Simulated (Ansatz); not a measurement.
As₄S₆, relaxed as a singlet with RKS r2SCAN-D4/def2-SVP in Ansatz, starting from the GFN2-xTB geometry. Force threshold 0.03 eV/Å.

Start:

```tsv
atom	x (Å)	y (Å)	z (Å)
As1	-1.090	-1.605	1.335
S2	-0.088	0.019	2.543
As3	0.994	1.627	1.382
S4	2.486	0.537	0.083
As5	1.661	-1.052	-1.294
S6	0.535	-2.487	0.039
S7	0.089	-0.020	-2.544
As8	-1.566	1.031	-1.422
S9	-2.487	-0.538	-0.084
S10	-0.535	2.489	-0.039
```

Estimate the energy that the relaxation releases and the steps that it takes.

0.01 eV, in 3 steps; 9 s on 4 threads of AMD EPYC 9R45 on a shared host. No frequencies were taken in this run, so the end may be a saddle point.

Does the start keep its bonding and symmetry?

By distances, no bond broke or formed. The bond that changes most is As8–S10, from 2.26 to 2.26 Å (atoms count from 1). Point group Td at the start, Td at the end, both within 0.05 Å.

Predict the relaxed structure.


```csv
atom,x (Å),y (Å),z (Å)
As1,-1.0863,-1.5997,1.3309
S2,-0.0893,0.0203,2.5554
As3,0.9916,1.6213,1.3779
S4,2.4982,0.5391,0.0830
As5,1.6566,-1.0498,-1.2899
S6,0.5380,-2.4995,0.0387
S7,0.0893,-0.0203,-2.5554
As8,-1.5619,1.0283,-1.4189
S9,-2.4982,-0.5391,-0.0831
S10,-0.5380,2.4995,-0.0387
```
Bond lengths: 12 × As–S 2.26 Å.
